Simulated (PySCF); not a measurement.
PySCF input for tert-butylarsine (C₄H₁₁As), SMILES CC(C)(C)[AsH2], PBE0-D3(BJ)/def2-SVP. The structure is a stationary point at PBE0-D3(BJ)/def2-SVP.

```python
import numpy as np
from pyscf import gto, scf, dft, df
from pyscf.hessian import thermo

mol = gto.M(
    atom='''
    C    -1.35077885    1.43905263    0.00000009
    C    -0.82650841    0.00794709   -0.00000000
    C    -1.29493092   -0.73018207   -1.25269254
    C    -1.29493092   -0.73018223    1.25269246
    As    1.18005515   -0.05471114   -0.00000000
    H    -2.45594564    1.43916374    0.00000009
    H    -1.01697020    1.99441680    0.88976072
    H    -1.01697020    1.99441691   -0.88976047
    H    -0.92154328   -1.76599173   -1.28150031
    H    -2.39771962   -0.77228795   -1.27743370
    H    -0.96281407   -0.22334691   -2.17267057
    H    -0.92154327   -1.76599189    1.28150010
    H    -0.96281407   -0.22334718    2.17267054
    H    -2.39771962   -0.77228811    1.27743359
    H     1.35755730    0.99045571    1.09973203
    H     1.35755730    0.99045584   -1.09973190
    ''',
    basis='def2-SVP',
    charge=0,
    spin=0,
    max_memory=1600,
    verbose=3,
)
mf = dft.RKS(mol, xc='pbe0').density_fit(auxbasis='def2-universal-jkfit')
mf.disp = 'd3bj'
mf.grids.level = 3
mf.conv_tol = 1e-11
mf.max_cycle = 100
mf.kernel()

# [left out here: the lines that compute and print the analytic Hessian (its translational invariance restored by hand, since the grid's response is missing), thermochemistry and intensities]
```

Output:

```
converged SCF energy = -2394.07024858854

WARN: DFTD3 does not support analytical Hessian, using finite difference


WARN: Mole.unit (angstrom) is changed to Bohr

Mode                                 0                   1                   2
Irrep
Freq [cm^-1]                      154.6832            231.0836            246.5637
Reduced mass [au]                   1.0371              1.8103              2.1358
Force const [Dyne/A]                0.0146              0.0570              0.0765
Char temp [K]                     222.5547            332.4779            354.7503
Normal mode                   x     y     z       x     y     z       x     y     z
       0   C                -0.00 -0.00  0.02    0.00 -0.00 -0.06   -0.11  0.02 -0.00
       1   C                -0.00 -0.00  0.00   -0.00 -0.00 -0.06    0.01  0.06 -0.00
       2   C                 0.01  0.02 -0.01   -0.11  0.01 -0.03    0.09  0.05 -0.02
       3   C                -0.01 -0.02 -0.01    0.11 -0.01 -0.03    0.09  0.05  0.02
       4  As                 0.00  0.00  0.01    0.00  0.00  0.03   -0.02 -0.03  0.00
       5   H                -0.00 -0.00 -0.07    0.00  0.00 -0.08   -0.11 -0.08  0.00
       6   H                -0.08 -0.04  0.08   -0.02 -0.00 -0.05   -0.16  0.05  0.00
       7   H                 0.08  0.04  0.08    0.02  0.00 -0.05   -0.16  0.05 -0.00
       8   H                 0.08  0.05 -0.07    0.01  0.05 -0.16    0.28  0.12 -0.10
       9   H                 0.01 -0.06  0.03   -0.11 -0.13  0.18    0.10 -0.15 -0.00
      10   H                -0.06  0.09  0.00   -0.35  0.11 -0.05   -0.02  0.17  0.01
      11   H                -0.08 -0.05 -0.07   -0.01 -0.05 -0.16    0.28  0.12  0.10
      12   H                 0.06 -0.09  0.00    0.35 -0.11 -0.05   -0.02  0.17 -0.01
      13   H                -0.01  0.06  0.03    0.11  0.13  0.18    0.10 -0.15  0.00
      14   H                 0.04  0.48 -0.45   -0.12 -0.03  0.07    0.09 -0.05 -0.00
      15   H                -0.04 -0.48 -0.45    0.12  0.03  0.07    0.09 -0.05 -0.00
Mode                                 3                   4                   5
Irrep
Freq [cm^-1]                      251.0208            283.7921            292.6795
Reduced mass [au]                   1.2091              1.4889              2.1855
Force const [Dyne/A]                0.0449              0.0707              0.1103
Char temp [K]                     361.1630            408.3137            421.1006
Normal mode                   x     y     z       x     y     z       x     y     z
       0   C                -0.00  0.00  0.01    0.02  0.01 -0.00   -0.15 -0.03  0.00
       1   C                 0.00  0.00  0.03    0.01  0.01 -0.00   -0.02  0.02  0.00
       2   C                 0.07 -0.03  0.02    0.09 -0.00 -0.02   -0.04  0.04 -0.00
       3   C                -0.07  0.03  0.02    0.09 -0.00  0.02   -0.04  0.04  0.00
       4  As                -0.00 -0.00 -0.02   -0.04 -0.00  0.00    0.05 -0.01 -0.00
       5   H                -0.00 -0.00 -0.28    0.02  0.02  0.00   -0.15 -0.18  0.00
       6   H                -0.24 -0.09  0.16    0.03  0.00 -0.00   -0.23  0.02  0.00
       7   H                 0.24  0.09  0.16    0.03  0.00  0.00   -0.24  0.02 -0.00
       8   H                 0.32  0.06 -0.07   -0.11 -0.08  0.15   -0.21 -0.03  0.07
       9   H                 0.07 -0.29  0.10    0.08  0.22 -0.25   -0.04  0.23 -0.08
      10   H                -0.12  0.11  0.03    0.38 -0.16 -0.00    0.11 -0.06 -0.00
      11   H                -0.32 -0.06 -0.07   -0.11 -0.08 -0.15   -0.21 -0.03 -0.07
      12   H                 0.12 -0.11  0.03    0.38 -0.16  0.00    0.11 -0.06  0.00
      13   H                -0.07  0.29  0.10    0.08  0.22  0.25   -0.04  0.23  0.08
      14   H                 0.04 -0.14  0.11   -0.02 -0.01  0.00    0.05 -0.01 -0.00
      15   H                -0.04  0.14  0.11   -0.02 -0.01 -0.00    0.05 -0.01  0.00
Mode                                 6                   7                   8
Irrep
Freq [cm^-1]                      293.5248            380.0160            381.8197
Reduced mass [au]                   1.0656              2.1374              2.1324
Force const [Dyne/A]                0.0541              0.1819              0.1832
Char temp [K]                     422.3168            546.7584            549.3535
Normal mode                   x     y     z       x     y     z       x     y     z
       0   C                -0.00 -0.00 -0.01   -0.03  0.10  0.00    0.00 -0.00  0.12
       1   C                -0.00  0.00 -0.01    0.00  0.10 -0.00   -0.00 -0.00 -0.10
       2   C                -0.05  0.00  0.00    0.01 -0.06  0.10   -0.01 -0.10 -0.05
       3   C                 0.05 -0.00  0.00    0.01 -0.06 -0.10    0.01  0.10 -0.05
       4  As                 0.00 -0.00  0.00    0.00 -0.01  0.00   -0.00  0.00  0.01
       5   H                -0.00 -0.00 -0.49   -0.03  0.08  0.00    0.00 -0.00  0.23
[...]
Mode                                33                  34                  35
Irrep
Freq [cm^-1]                     3029.7635           3034.5303           3037.9685
Reduced mass [au]                   1.0404              1.0374              1.0386
Force const [Dyne/A]                5.6272              5.6281              5.6478
Char temp [K]                    4359.1550           4366.0134           4370.9603
Normal mode                   x     y     z       x     y     z       x     y     z
       0   C                -0.04  0.03  0.00   -0.00  0.00 -0.00   -0.01  0.01  0.00
       1   C                -0.00 -0.00  0.00   -0.00  0.00  0.00   -0.00  0.00 -0.00
       2   C                 0.01  0.00  0.01   -0.02 -0.02 -0.03   -0.02 -0.01 -0.03
       3   C                 0.01  0.00 -0.01    0.02  0.02 -0.03   -0.02 -0.01  0.03
       4  As                 0.00  0.00 -0.00    0.00 -0.00 -0.00    0.00 -0.00  0.00
       5   H                 0.73  0.01 -0.00    0.00  0.00 -0.00    0.23  0.00 -0.00
       6   H                -0.14 -0.20 -0.34    0.00  0.00  0.00   -0.04 -0.06 -0.10
       7   H                -0.14 -0.20  0.34   -0.00 -0.00  0.00   -0.04 -0.06  0.10
       8   H                 0.04 -0.10  0.00   -0.13  0.33  0.00   -0.12  0.32  0.00
       9   H                -0.14 -0.00  0.00    0.47  0.01  0.00    0.45  0.01  0.00
      10   H                 0.03  0.05 -0.09   -0.11 -0.17  0.30   -0.11 -0.16  0.28
      11   H                 0.04 -0.10 -0.00    0.13 -0.33  0.00   -0.12  0.32 -0.00
      12   H                 0.03  0.05  0.09    0.11  0.17  0.30   -0.11 -0.16 -0.28
      13   H                -0.14 -0.00 -0.00   -0.47 -0.01  0.00    0.45  0.01 -0.00
      14   H                 0.00 -0.00 -0.00   -0.00  0.00  0.00   -0.00 -0.00 -0.00
      15   H                 0.00 -0.00  0.00    0.00 -0.00  0.00   -0.00 -0.00  0.00
Mode                                36                  37                  38
Irrep
Freq [cm^-1]                     3120.9075           3123.4701           3125.0372
Reduced mass [au]                   1.0987              1.1025              1.1004
Force const [Dyne/A]                6.3054              6.3374              6.3318
Char temp [K]                    4490.2910           4493.9781           4496.2327
Normal mode                   x     y     z       x     y     z       x     y     z
       0   C                -0.07 -0.04  0.00   -0.00 -0.00  0.00    0.02  0.01 -0.00
       1   C                -0.00  0.00 -0.00   -0.00 -0.00  0.00    0.00  0.00  0.00
       2   C                 0.02 -0.00 -0.01    0.06 -0.01 -0.02    0.05 -0.01 -0.02
       3   C                 0.02 -0.00  0.01   -0.06  0.01 -0.02    0.05 -0.01  0.02
       4  As                -0.00 -0.00 -0.00    0.00  0.00 -0.00   -0.00 -0.00 -0.00
       5   H                 0.55  0.00 -0.00    0.00 -0.00  0.00   -0.19  0.00  0.00
       6   H                 0.14  0.24  0.41   -0.00 -0.00 -0.00   -0.05 -0.08 -0.14
       7   H                 0.14  0.24 -0.41    0.00  0.00 -0.00   -0.05 -0.08  0.14
       8   H                -0.03  0.09 -0.00   -0.10  0.29  0.00   -0.09  0.27  0.00
       9   H                -0.16 -0.00 -0.00   -0.48 -0.02 -0.01   -0.46 -0.02 -0.01
      10   H                -0.03 -0.06  0.10   -0.10 -0.17  0.29   -0.09 -0.16  0.28
      11   H                -0.03  0.09  0.00    0.10 -0.29  0.00   -0.09  0.27 -0.00
      12   H                -0.03 -0.06 -0.10    0.10  0.17  0.29   -0.09 -0.16 -0.28
      13   H                -0.16 -0.00  0.00    0.48  0.02 -0.01   -0.46 -0.02  0.01
      14   H                 0.00  0.00  0.00    0.00  0.00  0.00   -0.00  0.00  0.00
      15   H                 0.00  0.00 -0.00   -0.00 -0.00  0.00   -0.00  0.00 -0.00
Mode                                39                  40                  41
Irrep
Freq [cm^-1]                     3142.3439           3143.5770           3151.9512
Reduced mass [au]                   1.1048              1.1040              1.1043
Force const [Dyne/A]                6.4277              6.4278              6.4640
Char temp [K]                    4521.1332           4522.9074           4534.9560
Normal mode                   x     y     z       x     y     z       x     y     z
       0   C                -0.00 -0.00 -0.01   -0.00  0.00  0.00   -0.00 -0.00 -0.09
       1   C                 0.00 -0.00  0.00    0.00 -0.00 -0.00   -0.00  0.00 -0.00
       2   C                 0.00 -0.05  0.03    0.00 -0.05  0.03    0.00  0.01 -0.00
       3   C                -0.00  0.05  0.03    0.00 -0.05 -0.03   -0.00 -0.01 -0.00
       4  As                -0.00 -0.00  0.00   -0.00 -0.00 -0.00    0.00  0.00 -0.00
       5   H                 0.00  0.00 -0.00    0.00  0.00  0.00    0.00  0.00 -0.01
       6   H                 0.03  0.04  0.06    0.00  0.00  0.00    0.21  0.34  0.53
       7   H                -0.03 -0.04  0.06    0.00  0.00 -0.00   -0.21 -0.34  0.53
       8   H                -0.17  0.45  0.01   -0.17  0.46  0.01    0.02 -0.05 -0.00
       9   H                -0.02 -0.01  0.00   -0.02 -0.01  0.01   -0.00  0.00 -0.00
      10   H                 0.14  0.21 -0.38    0.14  0.21 -0.38   -0.02 -0.02  0.05
      11   H                 0.17 -0.45  0.01   -0.17  0.46 -0.01   -0.02  0.05 -0.00
      12   H                -0.14 -0.21 -0.38    0.14  0.21  0.38    0.02  0.02  0.05
      13   H                 0.02  0.01  0.00   -0.02 -0.01 -0.01    0.00 -0.00 -0.00
      14   H                -0.00  0.00 -0.00    0.00  0.00  0.00    0.00  0.00  0.00
      15   H                 0.00 -0.00 -0.00    0.00  0.00 -0.00   -0.00 -0.00  0.00
temperature 298.1500 [K]
pressure 101325.00 [Pa]
Rotational constants [GHz] 4.38180 1.97324 1.97048
Symmetry number 1
Zero-point energy (ZPE) 0.13733 [Eh]   360572.268 [J/mol]
                           tot       elec      trans        rot        vib
Entropy [J/mol/K]       353.470      0.000    169.835    114.375     69.260
Cv [J/mol/K]            118.311      0.000     12.472     12.472     93.368
Cp [J/mol/K]            126.626      0.000     20.786     12.472     93.368
Internal energy [J/mol]                      3718.434   3718.434 373361.053
Internal energy [Eh]   -2393.92521  -2394.07025
Enthalpy [J/mol]                             6197.391   3718.434 373361.053
Enthalpy [Eh]          -2393.92427
Gibbs free energy [J/mol]                  -44438.959 -30382.389 352711.230
Gibbs free energy [Eh] -2393.96441
mode   freq/cm-1   IR/(km/mol)
   1      154.68         0.622
   2      231.08         0.017
   3      246.56         0.002
   4      251.02         0.073
   5      283.79         0.425
   6      292.68         0.643
   7      293.52         0.006
   8      380.02         0.069
   9      381.82         0.094
  10      542.57         0.573
  11      734.55        21.719
  12      748.98         7.624
  13      845.32         1.409
  14      953.41         0.032
  15      954.77         1.037
  16      956.91         0.775
  17      994.40        17.590
  18     1036.48         2.918
  19     1037.45         3.304
  20     1195.95        24.075
  21     1245.38         0.008
  22     1250.68         0.659
  23     1380.71        10.453
  24     1381.26        10.855
  25     1404.89         0.171
  26     1447.14         0.101
  27     1451.88         0.272
  28     1454.01         0.297
  29     1471.98        11.378
  30     1474.55        10.377
  31     1482.83        10.671
  32     2198.91        95.365
  33     2213.22       115.622
  34     3029.76        28.570
  35     3034.53        23.157
  36     3037.97        36.989
  37     3120.91         7.336
  38     3123.47         3.588
  39     3125.04        42.499
  40     3142.34         5.150
  41     3143.58        20.557
  42     3151.95        15.665
max |gradient| / (hartree/bohr): 6.90277590404531e-05
APT charges: [-0.0202  0.0395 -0.0013 -0.0013  0.3683 -0.0327 -0.0004 -0.0004  0.0038
 -0.021  -0.0023  0.0038 -0.0023 -0.021  -0.1564 -0.1564]
```

The run converged.
